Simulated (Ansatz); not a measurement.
C5H12N (SMILES [CH2]N(CC)CC), doublet (typed; the unrestricted solution is spin-contaminated), geometry from GFN2-xTB, with bond 9-3 at 2.2 times its length; Ansatz (an electronic-structure program) with PBE/STO-3G.

The Ansatz input:
Ansatz 0.2 input:
```yaml
crystal:
  periodic: [false, false, false]
  atoms:
    - {symbol: C, position_ang: [-0.15551325, -0.24560314, -1.75467099]}
    - {symbol: N, position_ang: [0.06306170, 0.08609571, -0.42785088]}
    - {symbol: C, position_ang: [1.00637347, -0.67626077, 0.34959213]}
    - {symbol: C, position_ang: [2.23211747, 0.16851908, 0.71024644]}
    - {symbol: C, position_ang: [-0.98313798, 0.77345311, 0.28137186]}
    - {symbol: C, position_ang: [-2.18143035, -0.12375894, 0.61371895]}
    - {symbol: H, position_ang: [-0.75686024, 0.44579200, -2.31671610]}
    - {symbol: H, position_ang: [0.65608945, -0.73282276, -2.26187803]}
    - {symbol: H, position_ang: [1.71042268, -2.59040480, -0.92278636]}
    - {symbol: H, position_ang: [0.53430535, -1.03765612, 1.27076250]}
    - {symbol: H, position_ang: [2.72295681, 0.51649522, -0.19494052]}
    - {symbol: H, position_ang: [1.93924894, 1.03599440, 1.29694076]}
    - {symbol: H, position_ang: [2.93823080, -0.42123390, 1.28915438]}
    - {symbol: H, position_ang: [-0.56328491, 1.18526270, 1.20372455]}
    - {symbol: H, position_ang: [-1.32532720, 1.60664863, -0.33987297]}
    - {symbol: H, position_ang: [-2.58790607, -0.54229888, -0.30332560]}
    - {symbol: H, position_ang: [-1.88102301, -0.94282199, 1.26319282]}
    - {symbol: H, position_ang: [-2.95471387, 0.45220111, 1.11512572]}
basis:
  gaussian:
    orbitals: STO-3G
hamiltonian:
  xc: pbe
magnetization: {spin_polarized: true, initial_magnetization: 1}
```

Question: What does Ansatz print? Leave out banner, timings and long lists.

Answer: 
```
Functional definition: PBE
594 factors; integrals over basis functions are off by at most 3.8e-5 eV
mean field evaluation 1: about -6765.9089 eV, gradient 1.7e1 eV
mean field evaluation 2: about -6745.5669 eV, gradient 4.0e1 eV
mean field evaluation 4: about -6768.2616 eV, gradient 1.5e1 eV
mean field evaluation 8: about -6768.0556 eV, gradient 1.5e1 eV
mean field evaluation 16: about -6770.6658 eV, gradient 1.9e-5 eV
mean field evaluation 32: about -6769.5899 eV, gradient 3.6e0 eV
mean field -6770.66583194 eV, -248.8173800015 hartree, gradient 8.9e-5 eV, S^2 1.167358; 3 other end points of the search recorded, 0 dependent functions left out
reference -6770.66586223 eV, -248.8173811149 hartree; 25, 24 occupied and 17, 18 virtual orbitals, 594 factors
Total energy: -6770.66586223 eV, -248.8173811149 hartree
```
